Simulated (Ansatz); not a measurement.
Wavefunction ladder for C2H6Zn, SMILES `C[CH2][ZnH]`

Cartesian coordinates in Å:
```
C -0.3276 0.0924 1.0874
C 0.6091 0.1324 -0.1201
Zn -0.2043 -0.3441 -1.8326
H -1.1703 0.7801 0.9749
H 0.1880 0.3694 2.0134
H -0.7502 -0.9038 1.2449
H 1.4602 -0.5387 0.0437
H 1.0436 1.1334 -0.2239
H -0.8485 -0.7212 -3.1877
```

Charge 0, multiplicity 1. For Zn the d shell is correlated and the shells below it are frozen. Scalar relativity is left out up to krypton. The geometry is a stationary point of PBE0-D4/def2-TZVP. Frozen core, restricted reference, Ansatz.

| basis | HF (Eh) | MP2 corr. | CCSD corr. | (T) | CCSD(T) total |
| --- | --- | --- | --- | --- | --- |
| def2-SVP | -1856.69651 | ? | ? | -0.01779 | ? |
| def2-TZVPP | -1857.02652 | -0.88052 | ? | ? | ? |
| def2-QZVPP | -1857.07164 | -0.93868 | – | – | – |

Fill in the withheld values. (Best estimate.)

Ansatz gave: def2-SVP MP2 corr.: -0.60826; def2-SVP CCSD corr.: -0.62219; def2-SVP CCSD(T) total: -1857.33649; def2-TZVPP CCSD corr.: -0.86302; def2-TZVPP (T): -0.02944; def2-TZVPP CCSD(T) total: -1857.91898.
